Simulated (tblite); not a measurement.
Problem. Give a GFN2-xTB geometry of InChI=1S/C4H6F2OSi/c5-3-8-4(6)1-2-7/h1-2H,3,8H2/b4-1-.

Solution. 
Z-matrix in Å and degrees, rows numbered from 1:
```
O 
C   1  1.2178
C   2  1.4379  1  122.44
C   3  1.3419  2  115.18  1     0.34
F   4  1.3312  3  119.54  2  -178.95
Si  4  1.9128  3  123.70  2     0.09
C   6  1.9203  4  111.02  3    72.08
F   7  1.3815  6  109.64  4    53.61
H   2  1.0998  1  120.32  3  -179.92
H   3  1.0786  2  120.65  1  -179.51
H   6  1.4550  4  114.35  3   -61.27
H   6  1.4760  4  100.36  3  -178.10
H   7  1.0913  6  110.43  4   170.36
H   7  1.0894  6  114.66  4   -66.31
```

Si6 and O1 aren't drawn bonded (4 bonds apart) but lie 2.48 Å from each other; Cordero's covalent radii sum to 1.77 Å. The 2 C–C bonds span 1.342 Å (C3=C4, drawn double) to 1.438 Å (C2–C3, drawn single), a spread of 0.096 Å. Of the pairs four or more bonds apart, those above aside, O1···C7 is among the closest relative to their van der Waals radii: 2.86 Å, 89 % of the sum of Bondi's values. The 2 C–F bonds span 1.331 Å (C4–F5, drawn single) to 1.381 Å (C7–F8, drawn single), a spread of 0.050 Å.

Structure optimised with GFN2-xTB, isolated species.

Point group: C1 (no symmetry element, even within 0.4 Å). Its lowest GFN2-xTB frequency is 6i cm⁻¹, too small to tell a flat minimum from a shallow saddle. One conformer, not necessarily the lowest (O1–C2–C3–C4 0°, C3–C4–Si6–C7 72°, C4–Si6–C7–F8 54°). 3 starts were optimised and ended at 0.00, 5.75 and 6.37 kcal/mol (GFN2-xTB); the lowest of these is shown.

These are computed values.
